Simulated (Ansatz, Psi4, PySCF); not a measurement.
C$_{5}$H$_{15}$NSi, triplet, at the geometry of the source list (a higher spin typed on purpose: for a closed-shell molecule this is an excited state) (in this run its highest filled SCF level lies above zero, so its values depend strongly on the basis, on diffuse functions most of all), atoms displaced at random by about 0.08 Å a coordinate. Base run: PBE/STO-3G, gradient run with PySCF.

Input for PySCF:
```python
from pyscf import gto, scf, dft

mol = gto.M(
    atom='''
C     1.71322507   -0.85937838    0.89946514
N     1.20692377   -0.04674576    0.18655553
C     2.05403041    0.24036337   -1.02576162
Si   -0.63221359    0.18497010   -0.03869041
C    -1.47455002   -1.23000341   -1.05173928
C    -1.33467143    0.05190890    1.83290620
C    -0.86835549    1.70927518   -0.78218548
H     0.98915732   -1.20106972    1.95860202
H     1.75580277   -2.05361839    0.47272984
H     2.76741571   -0.63201936    1.37262285
H     2.25160996   -0.53893087   -1.58264189
H     1.60862607    1.11991290   -1.62823652
H     2.93755461    0.66333832   -0.54841669
H    -1.17258541   -2.18959109   -0.56031875
H    -2.59999736   -1.16220889   -1.20778617
H    -1.24795238   -1.14011770   -1.99817620
H    -0.89390737    0.83729942    2.39170733
H    -1.28983988   -0.87641954    2.18682840
H    -2.48623576    0.46627459    1.88439423
H    -1.78445639    2.05965475   -0.67586061
H    -0.70310390    1.83135097   -1.77223087
H    -0.28820842    2.89278033   -0.28260706
''',
    basis='sto-3g',
    spin=2,
    verbose=3,
)

mf = dft.UKS(mol)
mf.xc = 'pbe'
mf.kernel()
g = mf.nuc_grad_method()
grad = g.kernel()
```

Programs used: Ansatz (a quantum-chemistry and plane-wave program), Psi4, PySCF; a row that names a program was run with it.

The coordinate followed is x of atom 14.

Each row names what was changed in the base input (with any setting that the change needs).

| change | dE/dx (Eh/bohr) | net force (Eh/bohr) |
|---|---|---|
| base | 0.009437 | 0.000034 |
| finite difference step (bohr) = 1e-5; conv_tol = 1e-11 | 0.009437 | - |
| finite difference step (bohr) = 1e-3; conv_tol = 1e-11 | 0.009437 | - |
| code = ansatz | 0.009438 | 0.000000 |
| conv_tol = 1e-6 | 0.009445 | 0.000034 |
| code = psi4 | 0.009432 | 0.000097 |
| grids.level = 5; grid_response = off | 0.009437 | 0.000003 |
| finite difference step (bohr) = 1e-4; conv_tol = 1e-11 | 0.009437 | - |
| density fitting = on | 0.009433 | 0.000034 |
| finite difference step (bohr) = 0.2; conv_tol = 1e-11 | 0.009827 | - |
| finite difference step (bohr) = 0.05; conv_tol = 1e-11 | 0.009462 | - |
| grids.level = 0; grid_response = off | 0.009422 | 0.009116 |

The net force is zero for an exact gradient.

Open shells are given as the SCF converged; they aren't shown to be the lowest states, and a large step between rows can be another state.
